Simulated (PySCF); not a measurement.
C2H4Cl2Si2, SMILES Cl[SiH](C#C[SiH3])Cl. Atoms are numbered in the order given.

```xyz
10

Si     3.7040    -0.0298     0.5796
C      1.8685    -0.1179     0.4650
C      0.6485    -0.1726     0.3822
Si    -1.1650    -0.2666     0.2803
Cl    -1.9302     1.6383     0.2567
Cl    -1.6852    -1.2315    -1.4556
H      4.2220     0.7552    -0.5759
H      4.2558    -1.4137     0.5470
H      4.0754     0.6373     1.8594
H     -1.7379    -1.0010     1.4290
```
Charge 0, spin multiplicity 1.

The structure is a stationary point at PBE0-D3(BJ)/def2-SVP. This is a generated structure with no PubChem entry under its InChIKey; it may be hypothetical.

These are PBE0-D3(BJ)/def2-SVP (PySCF) values and carry that method's errors.

Frequencies are harmonic and unscaled.

A small imaginary wavenumber (i) marks a very flat motion, where grid noise or a shallow saddle decides the sign.

Computed normal modes with their intensities:
```json
[
 {"mode": "1", "ν (cm⁻¹)": "17i", "IR (km/mol)": "0.0", "Raman (Å⁴/amu)": "0.0", "depolarisation": "–", "moving atoms (share of kinetic energy)": "H 97 %"},
 {"mode": "2", "ν (cm⁻¹)": "53", "IR (km/mol)": "0.1", "Raman (Å⁴/amu)": "2.0", "depolarisation": "0.75", "moving atoms (share of kinetic energy)": "Cl 56 %, Si 25 %, C 12 %"},
 {"mode": "3", "ν (cm⁻¹)": "74", "IR (km/mol)": "0.9", "Raman (Å⁴/amu)": "1.1", "depolarisation": "0.71", "moving atoms (share of kinetic energy)": "C 41 %, Si 27 %, Cl 22 %, H 10 %"},
 {"mode": "4", "ν (cm⁻¹)": "165", "IR (km/mol)": "4.4", "Raman (Å⁴/amu)": "3.1", "depolarisation": "0.75", "moving atoms (share of kinetic energy)": "Cl 64 %, C 19 %, Si 14 %"},
 {"mode": "5", "ν (cm⁻¹)": "192", "IR (km/mol)": "3.4", "Raman (Å⁴/amu)": "3.6", "depolarisation": "0.75", "moving atoms (share of kinetic energy)": "C 63 %, Cl 20 %, H 12 %"},
 {"mode": "6", "ν (cm⁻¹)": "229", "IR (km/mol)": "7.9", "Raman (Å⁴/amu)": "4.6", "depolarisation": "0.64", "moving atoms (share of kinetic energy)": "C 33 %, Cl 33 %, Si 26 %, H 9 %"},
 {"mode": "7", "ν (cm⁻¹)": "350", "IR (km/mol)": "4.3", "Raman (Å⁴/amu)": "9.8", "depolarisation": "0.53", "moving atoms (share of kinetic energy)": "C 54 %, Si 21 %, Cl 15 %, H 11 %"},
 {"mode": "8", "ν (cm⁻¹)": "381", "IR (km/mol)": "3.1", "Raman (Å⁴/amu)": "5.8", "depolarisation": "0.75", "moving atoms (share of kinetic energy)": "C 85 %, H 8 %"},
 {"mode": "9", "ν (cm⁻¹)": "446", "IR (km/mol)": "25.8", "Raman (Å⁴/amu)": "3.7", "depolarisation": "0.21", "moving atoms (share of kinetic energy)": "Si 67 %, C 23 %"},
 {"mode": "10", "ν (cm⁻¹)": "549", "IR (km/mol)": "55.7", "Raman (Å⁴/amu)": "9.1", "depolarisation": "0.10", "moving atoms (share of kinetic energy)": "Si 51 %, Cl 41 %"},
 {"mode": "11", "ν (cm⁻¹)": "608", "IR (km/mol)": "130.6", "Raman (Å⁴/amu)": "5.3", "depolarisation": "0.75", "moving atoms (share of kinetic energy)": "Si 57 %, Cl 36 %"},
 {"mode": "12", "ν (cm⁻¹)": "676", "IR (km/mol)": "45.7", "Raman (Å⁴/amu)": "1.5", "depolarisation": "0.75", "moving atoms (share of kinetic energy)": "H 74 %, C 16 %, Si 10 %"},
 {"mode": "13", "ν (cm⁻¹)": "677", "IR (km/mol)": "40.4", "Raman (Å⁴/amu)": "1.6", "depolarisation": "0.75", "moving atoms (share of kinetic energy)": "H 74 %, C 16 %, Si 10 %"},
 {"mode": "14", "ν (cm⁻¹)": "804", "IR (km/mol)": "135.5", "Raman (Å⁴/amu)": "8.8", "depolarisation": "0.71", "moving atoms (share of kinetic energy)": "H 87 %, C 9 %"},
 {"mode": "15", "ν (cm⁻¹)": "815", "IR (km/mol)": "153.9", "Raman (Å⁴/amu)": "11.4", "depolarisation": "0.75", "moving atoms (share of kinetic energy)": "H 90 %, Si 9 %"},
 {"mode": "16", "ν (cm⁻¹)": "831", "IR (km/mol)": "538.1", "Raman (Å⁴/amu)": "0.2", "depolarisation": "0.18", "moving atoms (share of kinetic energy)": "C 64 %, Si 33 %"},
 {"mode": "17", "ν (cm⁻¹)": "921", "IR (km/mol)": "221.2", "Raman (Å⁴/amu)": "46.9", "depolarisation": "0.59", "moving atoms (share of kinetic energy)": "H 91 %"},
 {"mode": "18", "ν (cm⁻¹)": "936", "IR (km/mol)": "44.4", "Raman (Å⁴/amu)": "29.2", "depolarisation": "0.75", "moving atoms (share of kinetic energy)": "H 97 %"},
 {"mode": "19", "ν (cm⁻¹)": "937", "IR (km/mol)": "44.4", "Raman (Å⁴/amu)": "30.4", "depolarisation": "0.75", "moving atoms (share of kinetic energy)": "H 97 %"},
 {"mode": "20", "ν (cm⁻¹)": "2249", "IR (km/mol)": "4.5", "Raman (Å⁴/amu)": "644.8", "depolarisation": "0.12", "moving atoms (share of kinetic energy)": "C 61 %, H 38 %"},
 {"mode": "21", "ν (cm⁻¹)": "2255", "IR (km/mol)": "81.0", "Raman (Å⁴/amu)": "98.0", "depolarisation": "0.38", "moving atoms (share of kinetic energy)": "H 61 %, C 38 %"},
 {"mode": "22", "ν (cm⁻¹)": "2258", "IR (km/mol)": "78.6", "Raman (Å⁴/amu)": "123.7", "depolarisation": "0.75", "moving atoms (share of kinetic energy)": "H 96 %"},
 {"mode": "23", "ν (cm⁻¹)": "2260", "IR (km/mol)": "76.9", "Raman (Å⁴/amu)": "119.7", "depolarisation": "0.73", "moving atoms (share of kinetic energy)": "H 96 %"},
 {"mode": "24", "ν (cm⁻¹)": "2308", "IR (km/mol)": "76.4", "Raman (Å⁴/amu)": "183.4", "depolarisation": "0.16", "moving atoms (share of kinetic energy)": "H 97 %"}
]
```
